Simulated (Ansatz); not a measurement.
The cluster Al6N⁻, relaxed as a singlet with RKS PBE0-D4/def2-SVPD in Ansatz, starting from the GFN2-xTB geometry. Force threshold 0.02 eV/Å.

The restricted singlet is unstable towards broken spin symmetry in Hartree–Fock (as tested in another run); at PBE0-D4/def2-SVPD this wasn't settled. Another isomer (singlet) lies 0.46 eV lower at PBE0-D4/def2-TZVPD; other spin states weren't run for this one.

Start:

```xyz
7

N     0.938    0.945   -0.716
Al    0.283   -0.846    1.832
Al    1.082   -0.841   -0.810
Al    0.373    1.637    0.981
Al   -0.548    1.804   -1.458
Al   -0.591   -2.593    0.130
Al   -1.536   -0.106    0.042
```

Q: Estimate the energy that the relaxation releases and the steps that it takes.

A: 73.0 kJ/mol, in 10 steps; 35 s on 4 threads of Arm Neoverse V2 on a shared host. No frequencies were taken in this run, so the end may be a saddle point.

Q: Does the start keep its bonding?

A: Bonds lost: Al2–Al7 (atoms count from 1).

Q: Predict the relaxed structure.

A: 
| atom | x (Å) | y (Å) | z (Å) |
| --- | --- | --- | --- |
| N1 | 0.790 | 1.044 | -0.675 |
| Al2 | 0.944 | -1.062 | 1.991 |
| Al3 | 0.923 | -0.764 | -0.716 |
| Al4 | 0.034 | 1.261 | 1.119 |
| Al5 | -0.259 | 1.999 | -1.842 |
| Al6 | -0.648 | -2.455 | 0.345 |
| Al7 | -1.785 | -0.024 | -0.222 |
Bond lengths (bridged metal pairs left out): 7 × Al–Al 2.54 to 2.85 Å; 3 × Al–N 1.81 to 1.96 Å.
